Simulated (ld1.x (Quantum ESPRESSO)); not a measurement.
**Transferability test, TM potential for Te**

```
Element                 : tellurium (Te)
Generator               : ld1.x (Quantum ESPRESSO) 7.5
Type                    : norm-conserving Troullier–Martins (Kleinman–Bylander form)
Functional              : PBE
Relativity              : fully relativistic
Frozen core             : [Kr] 4d10
Valence charge          : 6
Reference configuration : 5s2 5p4
Partial waves           : 5p (bound): rc 1.95 bohr; 5s (bound): rc 1.90 bohr
Local potential         : the s channel
Core correction         : none
```

Open shells are filled in proportion to 2j + 1 (rel_dist='average').

Energies are relative to the spin-unpolarised reference configuration 5s2 5p4; without spin polarisation the order of configurations can differ from experiment.

| valence configuration | charge | ΔE all-electron (eV) | error AE − PS (meV) |
| --- | --- | --- | --- |
| 5s2 5p3 | +1 | 9.749 | -2.3 |
| 5s2 5p2 | +2 | 27.698 | -15 |
| 5s2 5p1 | +3 | 54.625 | -37 |
| 5s2 5p0 | +4 | 91.145 | -23 |
| 5s2 5p4.3 | -0.3 | -1.475 | 0.0 |
| 5s1 5p5 | 0 | 9.220 | +4.1 |

What are ΔE and the potential's error for 5s2 5p3.5?

ΔE = 3.907 eV all-electron; the error (AE − PS) is -0.4 meV.

Levels in the configuration 5s2 5p1:

```
   level  all-electron (eV)  pseudo (eV)
5s j=1/2            -42.676      -42.689
5p j=1/2            -32.446      -32.462
5p j=3/2            -31.223      -31.245
```
